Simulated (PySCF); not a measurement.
Orbital energies, ionisation energy and electron affinity

Species: C5H11Al.
Atom-mapped SMILES: `[CH3:1][C:2]1([AlH2:3])[CH2:4][CH2:5][CH2:6]1` (hydrogens: H7, H8, H9 on C1; H10, H11 on Al3; H12, H13 on C4; H14, H15 on C5; H16, H17 on C6)

Structure used (PBE0-D3(BJ)/def2-SVP), in Å, numbered top down from 1:
```xyz
17
C5H11Al angstrom
C      0.3052    1.1509   -1.4049
C      0.2018    0.2114   -0.2092
Al     1.9819    0.0342    0.6372
C     -0.4809   -1.1615   -0.4483
C     -1.1774   -1.0056    0.9146
C     -0.9166    0.5079    0.8250
H      1.0011    0.7750   -2.1751
H     -0.6795    1.2706   -1.8957
H      0.6419    2.1621   -1.1168
H      2.9981   -1.0930    0.1427
H      2.4289    1.0530    1.7818
H      0.1424   -2.0553   -0.6198
H     -1.2113   -1.0948   -1.2749
H     -0.5915   -1.4718    1.7261
H     -2.2175   -1.3509    1.0116
H     -0.6688    1.0530    1.7515
H     -1.7649    1.0272    0.3435
```

Level: CAM-B3LYP/def2-SVPD (PySCF). Frontier orbitals with their largest atomic shares (Löwdin; up to four atoms above 4 %):

```
orbital  ε (eV)                            main atoms
 HOMO−3  -10.03    C5 19 %, C2 18 %, C1 17 %, C4 13 %
 HOMO−2  -10.00    C6 20 %, C4 20 %, C2 16 %, H16 8 %
 HOMO−1   -9.65  Al3 34 %, H11 25 %, H10 25 %, C2 5 %
   HOMO   -8.34                                     ?
   LUMO   -0.47  Al3 55 %, H10 10 %, H11 10 %, C2 5 %
 LUMO+1    1.01                      Al3 60 %, C1 4 %
 LUMO+2    1.63  Al3 49 %, H10 10 %, H11 10 %, C1 6 %
```

Q: What vertical ionisation energy does ΔSCF give, and how far is −ε(HOMO) from it?

A: ΔSCF: 8.98 eV (867 kJ/mol; threshold wavelength 138 nm); ⟨S²⟩ of the doublet left behind is 0.754, against 0.75 for a pure doublet. −ε(HOMO) is 8.34 eV, 0.64 eV below it. In exact Kohn–Sham theory the two would be equal; CAM-B3LYP (range-separated hybrid) falls short of its own ΔSCF value by 7 %. Holes in the HOMO−1 and HOMO−2 were tried too where these lie within 1.2 eV of the HOMO; the lowest converged state counts.

Q: On which atoms does the HOMO lie?

A: C2 (four-membered-ring carbon) 35 %, Al3 (aluminium bonded to C and 2 H) 18 %, C6 (four-membered-ring carbon) 8 %, C4 (four-membered-ring carbon) 8 %, so no atom holds as much as 40 %. The HOMO−1 lies 1.31 eV lower.

Q: And the vertical electron affinity, the fundamental gap, Mulliken's electronegativity and the hardness (with the factor ½)?

A: EA = -0.17 eV by ΔSCF (−ε(LUMO) = 0.47 eV); a negative value means that the added electron isn't bound at this geometry and level, and the number then depends on the basis. IE − EA = 9.15 eV against an orbital gap of 7.87 eV; (IE + EA)/2 = 4.41 eV; (IE − EA)/2 = 4.58 eV. Parr's electrophilicity index (IE + EA)²/[8(IE − EA)] is 1.06 eV.

Q: With α = 86.6 au, estimate the like-pair dispersion coefficient by London's formula C6 = (3/4)α²I.

A: I = 0.3300 Eh, so C6 ≈ 1860 au; the Casimir–Polder integral at the same level gives 2840 au, 1.53 times as much.

Q: What total energies stand behind the ΔSCF value?

A: E(N) = -439.20154 Eh and E(N − 1) = -438.87149 Eh at the same geometry, 0.33005 Eh apart. With one more electron, E(N + 1) = -439.19525 Eh.

Q: How many of the 10 lowest singlet excitations (vertical TDDFT, same level) lie below the ionisation energy?

A: All 10; they run from 4.48 to 7.76 eV.

Q: What kinetic energy would electrons from this vertical process carry with He II light (40.814 eV)?

A: 40.81 − 8.98 = 31.83 eV.

One conformer (not necessarily the lowest) at the PBE0-D3(BJ)/def2-SVP geometry, without solvent, vibrations or thermal averaging.

These values come from a run that also computed excited states and ΔSCF ions. The run took 2.8 min on an Arm Neoverse N1 with one thread, no GPU, on a shared host.
